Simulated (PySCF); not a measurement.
How methods differ on the fine-structure interval of Lu(36+)

Lu(36+) [Ar] 3d10 4s2 4p5 [4p1/2^2 4p3/2^3, M_J = 3/2] → Lu(36+) [Ar] 3d10 4s2 4p5 [4p1/2^1 4p3/2^4, M_J = 1/2], as a difference of total energies. Computed with PySCF 2.14 in an uncontracted even-tempered set (17 s from 3.9 bohr⁻², ratio 2.8; 14 p from 5.1 bohr⁻², ratio 2.8; 8 d from 9 bohr⁻², ratio 2.8; 4 f from 25 bohr⁻², ratio 3), with the two-component X2C-1e Hamiltonian. Correlated levels: [Ne] frozen; the 80 highest virtual spinors dropped. "Screened" scales the spin-orbit matrix elements by Boettger's factors to mimic the two-electron term; Breit and QED terms are absent.

```csv
method,fine-structure interval (cm⁻¹)
GHF (screened spin-orbit),612400
GMP2 (screened spin-orbit),612400
GHF (bare spin-orbit),631960
```
